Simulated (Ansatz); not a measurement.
Cost and result up the ladder for the cluster Au₄F₃ (7 atoms). The state is a doublet with charge 0. Geometry: PBE-D4/def2-SVP.

```xyz
7

Au    0.062   -2.968   -0.294
Au   -0.505    1.991    0.265
Au    1.007   -0.109   -0.167
Au   -1.587   -0.998    0.159
F     2.112   -1.840   -0.500
F    -2.314    1.086    0.478
F     1.225    2.836    0.059
```

Ansatz on 4 threads of Intel Xeon 6975P-C on a shared host. Times are rough, and most runs start from the orbitals of an earlier one. r2SCAN0-D4/def2-TZVP serves as the yardstick here, not as an exact answer. Differences are given only for rows in sets of like size (and for xTB, whose basis is part of the method), since another set adds its own error. Binding counts from free atoms at the same level (Au doublet, F doublet; other spins of the atoms weren't run), without zero-point energy or a counterpoise term.

In the def2 sets Au takes a core potential; there is no spin–orbit coupling. Correlated methods freeze 3 core orbitals; core or outer-core shells of Au are correlated, in sets that lack core-valence functions. No other spin state of charge 0 was run. Another isomer (doublet) lies 0.14 eV lower at PBE0-D4/def2-TZVP; other spin states weren't run for this one.

Correlated methods converge slowly with the basis.

```tsv
level	functions	binding energy per atom (eV)	difference from r2SCAN0-D4/def2-TZVP (eV)	remarks
r2SCAN0-D4/def2-TZVP	253	1.95	0.00	–
r2SCAN-D4/def2-TZVP	253	2.21	0.26	–
PBE-D4/def2-SVP	170	2.27	–	–
PBE-D4/def2-TZVP (with forces)	253	2.24	0.30	–
RPA@PBE/def2-TZVP	253	1.80	-0.15	–
B2PLYP/def2-TZVP	253	1.96	0.01	–
HF/def2-TZVP	253	0.84	-1.10	spin-contaminated (⟨S²⟩ 0.84)
PBE0-D4/def2-TZVP	253	1.98	0.03	–
MP2/def2-TZVP	253	2.08	0.14	spin-contaminated (⟨S²⟩ 0.84)
PBE0-D4/def2-SVP	170	1.98	–	–
```

Question: Estimate how long each takes.

Answer: PBE-D4/def2-SVP 2.7 s; PBE-D4/def2-TZVP (with forces) 4.4 s; PBE0-D4/def2-SVP 4.4 s; HF/def2-TZVP 7.5 s; r2SCAN-D4/def2-TZVP 8.5 s; PBE0-D4/def2-TZVP 11 s; MP2/def2-TZVP 11 s; B2PLYP/def2-TZVP 13 s; RPA@PBE/def2-TZVP 15 s; r2SCAN0-D4/def2-TZVP 16 s. On shared hardware such times vary by a factor of up to 3.
